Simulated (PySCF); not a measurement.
HBr2GaO (SMILES [OH][Ga]([Br])[Br]), singlet, at a GFN2-xTB geometry (such geometries of metal compounds can be far from the true shape). Base run: DF-PBE/cc-pVDZ (PySCF).

The PySCF input:
```python
from pyscf import gto, scf, dft

mol = gto.Mole()
mol.atom = '''
    Ga    0.41853020   -0.08931291    0.28179007
    Br   -1.23146467   -1.67056415    0.30769770
    Br    0.37252327    1.84942072   -0.88340008
    O     1.86481731   -0.31044322    1.20410141
    H     2.16997410   -1.00773434    1.78127971
'''
mol.basis = 'cc-pvdz'
mol.verbose = 4
mol.max_memory = 1800
mol.build()

mf = dft.RKS(mol)
mf.xc = 'pbe'
mf = mf.density_fit(auxbasis='def2-universal-jkfit')
mf.kernel()
```

All variants below ran on the same shared machine, one core each. Differences are taken from the largest basis of the cc-pVXZ family in the series, which isn't the basis-set limit (cc-pVQZ: -7.385 eV). The cheapest run took very roughly 14 core-seconds.

```tsv
setting	basis functions	cost, times the cheapest (rough)	difference in HOMO energy (eV)
cc-pVDZ	100	1	0.203
cc-pVTZ	173	2	0.035
cc-pVQZ	289	5	reference
```

Times come from a shared machine, hold the start-up and are rough.
